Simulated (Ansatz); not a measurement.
Ansatz results at the PBE0-D4/def2-TZVP geometry: HOMO energy (ωB97M-V/def2-TZVPP) -10.05 eV; size of the dipole moment (PBE/def2-TZVPP) 2.60 D; LUMO energy (PBE0/def2-TZVPP) 0.39 eV.

Each molecule was computed in one conformer, which needn't be the lowest.

(1) Which molecule gave them?
A. `N[SiH](Cl)N[SiH3]`
B. `B[P]([SiH3])[SnH3]`
C. `F[CH]1[AlH][GeH2]1`
D. `CB1NCS1`

Answers

(1) A. The others give `B[P]([SiH3])[SnH3]`: -9.31, 1.09, -1.87; `F[CH]1[AlH][GeH2]1`: -8.53, 1.80, -2.12; `CB1NCS1`: -8.91, 2.44, 0.50.
